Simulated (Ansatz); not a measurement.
Stepwise reaction of `[CH3][Sb]([CH3])[SH]` with hydrogen, as a gas-phase model of exchange steps in deposition or etching. ΔE in kJ/mol.

Gas-phase electronic energies from Ansatz, PBE0-D4/def2-TZVP geometries. CBS: MP2 limit from def2 TZ/QZ plus the TZ coupled-cluster correction, frozen cores. This one scheme is used for every species. Functionals use def2-TZVPP. B3LYP here is the variant with VWN-RPA as its local correlation; programs differ in this. def2 core potentials past Kr. For Sb outer-core shells are correlated without core-valence functions, which leaves a few kJ/mol of doubt a bond. Each species was taken in one conformer, which may not be the lowest.

```tsv
step	reaction	PBE-D4	B3LYP-D4	ωB97M-V	CCSD(T)/CBS
2	`[CH3][SbH][SH]` + H₂ → `[SH][SbH2]` + CH₄	-43.8	-47.7	-46.9	-40.1
```

Problem. Give the row of step 1, `[CH3][Sb]([CH3])[SH]` + H₂ → `[CH3][SbH][SH]` + CH₄. (Best estimate.)

Solution. Computed: 
```tsv
step	reaction	PBE-D4	B3LYP-D4	ωB97M-V	CCSD(T)/CBS
1	`[CH3][Sb]([CH3])[SH]` + H₂ → `[CH3][SbH][SH]` + CH₄	-35.5	-39.8	-39.2	-30.3
```

Problem. By hand: ΔE of the 2 steps together at CCSD(T)/CBS.

Solution. (-30.3) + (-40.1) = -70.4 kJ/mol, or -35.2 kJ/mol a step.

In ΔE each step is lower than the one before. All are downhill at CCSD(T)/CBS. PBE-D4 differs from CCSD(T)/CBS by -5.2 to -3.7 kJ/mol a step. Isolated molecules leave out the surface, adducts and barriers. Largest T1 diagnostic: 0.013.
